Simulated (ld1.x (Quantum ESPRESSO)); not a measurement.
**Building the TM potential for Ag (revPBE, scalar-relativistic).**

| Item | Value |
| --- | --- |
| Element | silver |
| Generator | ld1.x (Quantum ESPRESSO) 7.5 |
| Type | norm-conserving Troullier–Martins (Kleinman–Bylander form) |
| Functional | revPBE |
| Relativity | scalar-relativistic |
| Frozen core | [Kr] |
| Valence charge | 11 |
| Reference configuration | 4d10 5s0 5p0 (charge +1) |
| Partial waves | 5p (bound, empty): rc 2.45 bohr; 4d (bound): rc 1.95 bohr; 5s (bound, empty): rc 2.05 bohr |
| Local potential | the s channel |
| Core correction | a·sin(br)/r model core, default radius (core density twice the valence density) |

All-electron outer shells of the reference configuration (revPBE, scalar-relativistic, ld1.x):

| shell | level (eV) | outermost node (bohr) | outermost maximum (bohr) |
| --- | --- | --- | --- |
| 4p | -66.73 | 0.44 | 0.88 |
| 4d | -15.54 | 0.43 | 1.04 |
| 5s | -11.14 | 1.11 | 2.37 |
| 5p | -6.26 | 1.24 | 3.12 |

What the tests gave:

| Item | Value |
| --- | --- |
| Cutoffs needed | 55 Ry and 90 Ry (the cutoffs (Ry, on a coarse ladder) from which the occupation-weighted sum of valence levels, in a spherical-Bessel basis at the reference potential, stays within 10 and 1 mRy of its value at 400 Ry) |
| Ghost test | no extra level below or beside the all-electron valence levels (p, d, s, f tested) (spherical-Bessel basis up to 400 Ry, 20 bohr box) |
| Largest excitation error | -778 meV (all-electron minus pseudo) for 4d8 5s0 5p0, out of 7 test configurations |

Generation and tests took about 2.4 s on one core of a shared server CPU.
